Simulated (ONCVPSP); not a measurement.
**u(r) = r·R(r): atom against pseudo-atom (aluminium)**

Columns: radius, all-electron u(r) and pseudo u(r) of the 3p shell (level -3.34 eV) of aluminium in the configuration [Ne] 3s1 3p2; PBE, scalar-relativistic, ONCV scheme, ONCVPSP 4.0.1.

```csv
r (bohr),all-electron,pseudo
0.118,-0.0965,0.0034
0.235,-0.1944,0.0135
0.353,-0.2258,0.0301
0.470,-0.2026,0.0525
0.588,-0.1460,0.0807
0.705,-0.0733,0.1136
0.822,0.0056,0.1506
0.940,0.0850,0.1913
1.058,0.1606,0.2341
1.175,0.2296,0.2775
1.292,0.2919,0.3207
1.410,0.3475,0.3631
1.528,0.3961,0.4035
1.645,0.4379,0.4407
1.763,0.4739,0.4745
1.880,0.5035,0.5034
1.998,0.5276,0.5274
2.115,0.5460,0.5459
2.232,0.5595,0.5595
2.350,0.5685,0.5685
2.468,0.5735,0.5735
2.585,0.5748,0.5748
2.702,0.5731,0.5731
2.820,0.5685,0.5685
2.938,0.5616,0.5616
3.055,0.5527,0.5527
```

Q: How many radial nodes do the two functions have?

A: The all-electron 3p function has n − l − 1 = 1; the pseudo-wave has 0, since the states of the same l below it are removed with the core.

Q: At about which radius was the pseudo-wave matched?

A: 2.35 bohr. The columns agree to 0.0005 from 1.88 bohr on; several derivatives are matched, so the curves merge somewhat inside the radius.

Q: Where does each function peak?

A: Outermost all-electron maximum near 2.58 bohr, pseudo maximum near 2.58 bohr (to the table’s step).

Q: Is the pseudo-wave norm-conserving?

A: Yes: the ONCV scheme keeps the norm inside the radius equal to the all-electron one, which fixes the energy derivative of the logarithmic derivative at the level.
